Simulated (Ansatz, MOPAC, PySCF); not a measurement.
Molecule: GaF3, net charge 0, singlet state. SMILES: [F][Ga]([F])[F]
Geometry from a B3LYP-D3(BJ)/def2-TZVP (Ansatz, a quantum-chemistry and plane-wave program) optimisation:
```
Ga
F 1 1.7337
F 1 1.7337 2 120.00
F 1 1.7337 2 120.00 3 -180.00
```

Unscaled harmonic wavenumbers (cm⁻¹) in rising order, each level at the stationary point that it reaches from this structure (no distance between atoms moves by over 0.3 Å); the order of modes can differ between levels, and a negative number is imaginary. B3LYP-D3(BJ)/def2-TZVP (PySCF, at the structure above): 182, 182, 199, 657, 740, 740.

PM7 (MOPAC): 147, 147, 169, 695, 825, 825. Zero-point energy 4.0 against 3.9 kcal/mol; where all levels lie over 400 cm⁻¹, the wavenumbers are on average 1.096 times those of B3LYP-D3(BJ)/def2-TZVP.

B3LYP/6-31G* with LANL2DZ past Ar (Ansatz): 220, 238, 238, 671, 754, 754. Zero-point energy 4.1 against 3.9 kcal/mol; where all levels lie over 400 cm⁻¹, the wavenumbers are on average 1.019 times those of B3LYP-D3(BJ)/def2-TZVP.
